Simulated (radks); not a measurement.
Values are calculated unless marked as measured or tabulated.
Neutral ytterbium inside a hard spherical wall (all orbitals vanish at R), configuration held at [Xe] 4f14 6s2 and not refilled when levels cross. Level of theory: scalar-relativistic Kohn-Sham, r2SCAN, spin-polarised, spherical densities, finite nucleus; meta-GGA in the generalised Kohn-Sham scheme; Fermi nuclear charge, rms radius 5.3108 fm (a radial shooting solver on a logarithmic mesh with Libxc functionals). Eigenvalues in eV for spin up, with the zero of energy where the potential of the charges vanishes at infinity; a dash marks a level that is unbound or too diffuse for the functional's potential to be trusted. A positive occupied level is held by the wall or, in an anion where self-interaction has pushed it up, behind a barrier. The pressure on the wall is -dE/dV.

R (bohr)  E (hartree)  kinetic (hartree)    e(5s)    e(5p)   e(6s)   e(4f)  e(6p, empty)  e(5d, empty)  pressure (GPa)
free      -14059.5974          15318.762  -56.561  -28.461  -4.009  -2.992             -             -               0
15        -14059.5974          15318.762  -56.559  -28.460  -4.008  -2.991        -0.950        -0.433        0.000107
12        -14059.5972          15318.765  -56.537  -28.438  -3.992  -2.969        -0.898        -0.406         0.00401
10        -14059.5956          15318.780  -56.429  -28.330  -3.910  -2.864        -0.697        -0.289          0.0445
8         -14059.5837          15318.860  -55.963  -27.870  -3.511  -2.410         0.110         0.191           0.487
7         -14059.5614          15318.979  -55.394  -27.313  -2.935  -1.854         1.167         0.785            1.65
6         -14059.5033          15319.238  -54.400  -26.350  -1.693  -0.873         3.306         1.877            5.91
5         -14059.3446          15319.852  -52.674  -24.712   1.180   0.873         7.943         3.943            24.1
4         -14058.8477          15321.689  -49.328  -21.583   8.901   4.460        19.385         8.413             130
